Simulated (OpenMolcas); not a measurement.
Ir5+ (d4) among equal point charges was computed by CASSCF with the d shell active (OpenMolcas, ANO-RCC-VDZP on the metal). Its lowest spin-free states, and all those of the highest spin:

```
2S+1  Degeneracy  E (cm-1)
   5           3       0.0
   5           2      1818
   3           3     18710
   3           3     19392
   3           3     20299
   3           2     20795
   3           3     22345
   3           3     22863
   3           3     23548
   3           1     23843
   3           3     24253
   3           2     25014
```

Is the site octahedral, tetrahedral or cube-like, axial, or of lower symmetry?

The states with 2S+1 = 5 have orbital degeneracies 3, 2. Threefold states need a cubic site. For d4 at this spin an octahedron puts the twofold E below the threefold T2 and a tetrahedron or cube puts the threefold T2 below the twofold E, so the site is a tetrahedron or a cube, which this pattern cannot tell apart. The first gap at this spin, 1820 cm-1, is |10Dq| in ligand-field theory. The run had Ir5+ among 4 point charges of -1.25 e arranged as a tetrahedron (Td), 2.05 Å from the ion.

Spin-orbit coupling mixes the spin-free states strongly: the lowest level takes only 43 % from its leading state, 5T2. Without dynamic correlation the repulsion within the d shell is too large (B by tens of per cent), so at a given field states of lower spin stand too high. Point charges give a weaker field than real ligands, and real ions of this kind are as a rule low spin; the high spin found here belongs to the model. The ground term spreads over less than 5000 cm-1, several times less than with real ligands, so orbital moments are less quenched and χT lies further from the spin-only value than at real sites. Point charges carry no covalency, so the field is a model and not that of real ligands. No measured value stands beside these numbers.
